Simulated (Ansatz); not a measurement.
A nudged elastic band was laid between two geometries of Cl2GaH (4 atoms, charge 0, multiplicity 1).

Theory: RKS B3LYP-D4/def2-TZVP in Ansatz 0.2.0.

```
movable images  : 5
climbing image  : yes
spring          : 5.0 eV/Å²
optimiser       : quadratic models (default)
start path      : through a guess of the saddle point
force threshold : 0.03 eV/Å
iteration limit : 60
end points      : relaxed
```

Initial state:

```xyz
4
Properties=species:S:1:pos:R:3
Ga 0.317 0.000 0.385
H 0.091 0.000 1.914
Cl 2.275 0.000 -0.488
Cl -1.306 0.000 -1.016
```

Final state:

```xyz
4
Properties=species:S:1:pos:R:3
Ga -1.533 0.000 0.358
H 2.220 0.000 1.754
Cl 1.811 0.000 0.536
Cl -1.121 0.000 -1.853
```

Problem. What changes between the two ends?

Solution. Bonds broken: Ga1–H2, Ga1–Cl3. Bonds formed: H2–Cl3. Cl2GaH becomes ClGa + ClH.

Problem. What energy profile does the band end with?

Solution. The forces met the threshold. The highest image is number 2 of 0 to 6, 49.1 kcal/mol above the first end and 29.8 kcal/mol above the last; the last end lies 19.2 kcal/mol above the first. Neighbouring images differ by up to 1.4 eV, so the band resolves the path poorly. A vibrational analysis at the climbing image gives one clearly imaginary mode, 1045i cm⁻¹: a first-order saddle point. The orbitals stay closed-shell, which can raise the energy where a bond breaks towards radicals; this wasn't checked here.

```csv
image,path coordinate (Å),energy (kcal/mol),Ga1–H2 (Å),Ga1–Cl3 (Å),H2–Cl3 (Å)
0,0.00,0.0,1.55,2.14,3.25
1,0.71,16.7,1.52,2.21,2.51
2,1.41,49.1,1.61,2.53,1.80
3,1.95,28.6,2.06,2.86,1.35
4,2.48,21.1,2.76,3.31,1.29
5,3.02,19.6,3.42,3.33,1.28
6,3.56,19.2,4.00,3.35,1.28
```

Problem. What is the geometry of the highest image?

Solution. 
```xyz
4
Properties=species:S:1:pos:R:3
Ga -0.316 0.000 0.524
H 1.000 0.000 1.460
Cl 2.173 0.000 0.090
Cl -1.480 0.000 -1.278
```

Time of the run: 79 s on 4 threads of Intel(R) Xeon(R) Platinum 8259CL CPU @ 2.50GHz (Skylake/Cascade Lake), with other jobs on the host, peak memory 0.33 GiB.
